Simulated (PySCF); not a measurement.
Vertical excitations of a molecule C2H7ClSi3 from TDA-CAM-B3LYP/def2-SVPD in PySCF 2.14.0, as energy in eV (oscillator strength): 5.33 (0.004), 5.83 (0.003), 6.19 (0.011), 6.43 (0.017), 6.64 (0.204), 6.77 (0.003), 7.02 (0.001), 7.03 (0.002), 7.14 (0.052), 7.17 (0.085). Lowest triplet (TDA): 4.01 eV. Geometry: B3LYP-D3(BJ)/def2-SVP. One conformer was computed; it need not be the lowest.

Identify the compound among the candidates.
A) C#C[Si]([SiH3])([SiH3])Cl
B) C#C[Si@@H]([SiH3])[SiH2]Cl
C) [SiH3][Si@H]1C=C(Cl)[SiH2]1
D) Cl[Si@@H]1C=C[SiH2][SiH2]1

D, Cl[Si@@H]1C=C[SiH2][SiH2]1
